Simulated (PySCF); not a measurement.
A PySCF script (with the pyscf-properties extension) for the NMR shieldings of SMILES C/C=C(/CF)CC(F)(F)F, C₆H₈F₄, on a PBE0-D3(BJ)/def2-SVP geometry:

```python
import basis_set_exchange as bse
import numpy as np
from pyscf import gto, dft
from pyscf.prop import nmr

atoms = """
C     2.190920   -0.664708   -0.008070
C     1.332327    0.549772    0.069915
C     0.018567    0.643458   -0.181953
C    -0.708928    1.936017    0.026246
F    -1.423184    2.276511   -1.104312
C    -0.832589   -0.505005   -0.652927
C    -1.449017   -1.306692    0.467212
F    -2.225402   -2.283197   -0.010748
F    -0.518951   -1.878950    1.240866
F    -2.210783   -0.546278    1.264411
H     2.626399   -0.887920    0.979930
H     3.038453   -0.500004   -0.693509
H     1.645400   -1.559877   -0.332133
H     1.842795    1.470004    0.381732
H    -0.001462    2.748491    0.257981
H    -1.430969    1.846590    0.856564
H    -1.656010   -0.121097   -1.272574
H    -0.260317   -1.210178   -1.271044
"""
names = dict.fromkeys(["C", "F", "H"], "pcSseg-1")
basis = {el: gto.basis.parse(bse.get_basis(n, elements=[el], fmt="nwchem")) for el, n in names.items()}
mol = gto.M(atom=atoms, basis=basis, charge=0, verbose=0)
mf = dft.RKS(mol, xc="CAM-B3LYP")
mf.grids.level = 2
mf.grids.alignment = dft.numint.BLKSIZE   # the property module wants whole blocks of grid points
mf.conv_tol = 1e-9
mf.kernel()

calc = nmr.RKS(mf)   # GIAO
C = mf.mo_coeff
Co = C[:, mf.mo_occ > 0]
resp = mf.gen_response(singlet=True, hermi=2)
def vind(x):   # induced exchange potential for any number of trial vectors
    d = np.einsum("pi,xij,qj->xpq", C, 2 * x.reshape(-1, C.shape[1], Co.shape[1]), Co, optimize=True)
    return np.einsum("xpq,pi,qj->xij", resp(d - d.transpose(0, 2, 1)), C, Co, optimize=True).ravel()
mo1, _ = nmr.rhf.solve_mo1(calc, with_cphf=vind)
sigma = calc.kernel(mo1)
for i, s in enumerate(sigma):   # ppm
    w = np.linalg.eigvalsh((s + s.T) / 2)
    print("%2d %-2s iso %8.1f  s11 %8.1f  s22 %8.1f  s33 %8.1f" % (i, mol.atom_pure_symbol(i), w.mean(), *w))
```

Q: Give the expected output.

A: 
```
 0 C  iso    166.2  s11    151.5  s22    166.9  s33    180.4
 1 C  iso     39.1  s11    -76.0  s22     49.9  s33    143.5
 2 C  iso     44.1  s11    -72.5  s22     58.2  s33    146.6
 3 C  iso     93.0  s11     63.4  s22     78.6  s33    136.8
 4 F  iso    419.0  s11    389.7  s22    404.0  s33    463.3
 5 C  iso    150.1  s11    129.7  s22    144.5  s33    176.1
 6 C  iso     48.4  s11     44.1  s22     47.3  s33     53.8
 7 F  iso    251.5  s11    163.5  s22    249.8  s33    341.0
 8 F  iso    260.6  s11    173.6  s22    266.7  s33    341.5
 9 F  iso    261.1  s11    174.5  s22    263.7  s33    345.1
10 H  iso     29.5  s11     26.1  s22     26.7  s33     35.7
11 H  iso     29.6  s11     25.5  s22     26.8  s33     36.5
12 H  iso     29.3  s11     24.8  s22     30.7  s33     32.4
13 H  iso     25.3  s11     22.7  s22     24.5  s33     28.8
14 H  iso     26.7  s11     22.9  s22     27.5  s33     29.7
15 H  iso     26.2  s11     23.3  s22     26.9  s33     28.3
16 H  iso     28.4  s11     24.1  s22     28.5  s33     32.6
17 H  iso     28.6  s11     25.2  s22     28.3  s33     32.4
```

These numbers come from an equivalent density-fitted implementation of the same equations, which agrees with the script to about 0.01 ppm for H and up to a few tenths of a ppm for heavy atoms, so last digits may differ.

Q: Turn these shieldings into chemical shifts. δ = σ(ref) − σ, references computed at the same level: ¹³C (182.45 ppm), ¹H (31.33 ppm) vs TMS; CFCl3 for ¹⁹F (189.10 ppm).

A: Averaging equivalent atoms: C 1: 143.3; C 2: 138.3; C 6: 134.1; C 3: 89.5; C 5: 32.3; C 0: 16.2; F 7/8/9: -68.6; F 4: -229.9; H 13: 5.98; H 14/15: 4.90; H 16/17: 2.81; H 10/11/12: 1.86 ppm. Unscaled 19F shifts against computed CFCl3 carry errors that often reach 10 to 50 ppm.

Size and cost of the density-fitted run: 210 basis functions, 88 s wall time on 1 thread of an Arm Neoverse N1, shared host; peak memory 1.1 GiB.
